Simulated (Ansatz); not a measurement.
Spectroscopic constants of InMo, multiplicity 8 (lowest of 2S+1 = 2, 4, 6, 8 at CCSD(T)/def2-TZVPP on PBE0 minima; our sources give no spin for the ground state, which may be another). No spin–orbit coupling.

Constants: fifth-degree fit in 1/R to seven points, most abundant isotopes. In def2 and cc sets the state is the lowest found near the PBE0 minimum, followed along R.

The values were computed with Ansatz (Gaussian basis) for Hartree–Fock, density functionals and correlated methods.  In def2 rows elements past Kr take small-core potentials, without spin–orbit coupling.

```tsv
level	r_e (Å)	ω_e (cm⁻¹)	α_e (cm⁻¹)	B_e (cm⁻¹)	dipole (D)
SVWN5/def2-TZVPP	2.801	144	0.00021	0.0407	0.64
PBE/def2-TZVPP	2.907	122	0.00023	0.0377	0.81
r2SCAN/def2-TZVPP	2.889	125	0.00023	0.0382	1.04
B97M-V/def2-TZVPP	2.992	107	0.00024	0.0356	0.72
B3LYP/def2-TZVPP	2.958	110	0.00026	0.0365	1.09
PBE0/def2-TZVPP	2.912	119	0.00024	0.0376	1.22
BHLYP/def2-TZVPP	2.973	106	0.00027	0.0361	1.65
CAM-B3LYP/def2-TZVPP	2.921	115	0.00027	0.0374	1.50
wB97X-V/def2-TZVPP	2.902	119	0.00026	0.0379	1.75
wB97M-V/def2-TZVPP	2.895	122	0.00025	0.0380	1.53
B2PLYP/def2-TZVPP	2.914	117	0.00026	0.0376	-
```

Correlated levels freeze the inner cores; with def2 sets outer-core shells near the valence are correlated too.

Ansatz is an electronic-structure program.
